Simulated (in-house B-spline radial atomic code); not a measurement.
Configurations of the caesium ion Cs²⁺, with energies counted from [Kr] 4d10 5s2 5p5. Method: scalar-relativistic (X2C) B3LYP, spin-polarised, spherical fractional occupations, exact exchange averaged over the configuration, Fermi nucleus of rms radius 4.8041 fm. Calculated with a B-spline radial code for spherical atoms. Shells without spins written out take the highest spin.

Occupations are held fixed; configurations that lie above the ionisation limit could autoionise.

```csv
configuration,E - E(ref) (eV),highest orbital,its <r> (bohr)
[Kr] 4d10 5s2 5p4 6s1,16.817,6s up,3.885
[Kr] 4d10 4f1 5s1 5p5,34.86,4f up,2.037
[Ar] 3d9 4s2 4p6 4d10 5s2 5p5 5d1,733.29,5d up,2.687
[Ar] 3d9 4s2 4p6 4d10 5s2 5p5 6s1,734.83,6s up,3.799
```

(1) Order these further configurations by energy, lowest first.
A. [Kr] 4d9 5s2 5p5 5d1
B. [Kr] 4d9 5s2 5p5 5f1
C. [Kr] 4d10 5s2 5p4 5d1
D. [Ar] 3d9 4s2 4p6 4d10 5s2 5p5 6d1

Answers

(1) C (15.607 eV), A (82.511 eV), B (93.198 eV), D (742.87 eV).
